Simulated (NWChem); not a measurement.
Species: C2H2Br2; SMILES Br/C=C\Br

```xyz
6

Br    -1.7854     0.0000     0.2636
C     -0.6649     0.0000    -1.2616
C      0.6649     0.0000    -1.2616
Br     1.7854     0.0000     0.2636
H     -1.2153     0.0000    -2.1957
H      1.2153     0.0000    -2.1957
```
Atoms are numbered in this order, from 1.

Coordinates come from a B3LYP/6-31G* (spherical d) optimisation.

Spin-orbit effects, on the heavy nuclei and on their neighbours, are missing.

Task: Give the principal values of the shielding tensors (ppm) of Br1, C2 from LDA (Slater exchange, VWN5)/pcSseg-1, GIAO (NWChem), with their diamagnetic and paramagnetic parts as GIAO splits them.

Result: 
| atom | σ11 | σ22 | σ33 | isotropic | diamagnetic | paramagnetic |
|---|---|---|---|---|---|---|
| Br1 | 1236.9 | 1880.1 | 2610.3 | 1909.1 | 3120.2 | -1211.1 |
| C2 | -58.9 | 68.3 | 111.9 | 40.5 | 254.3 | -213.9 |
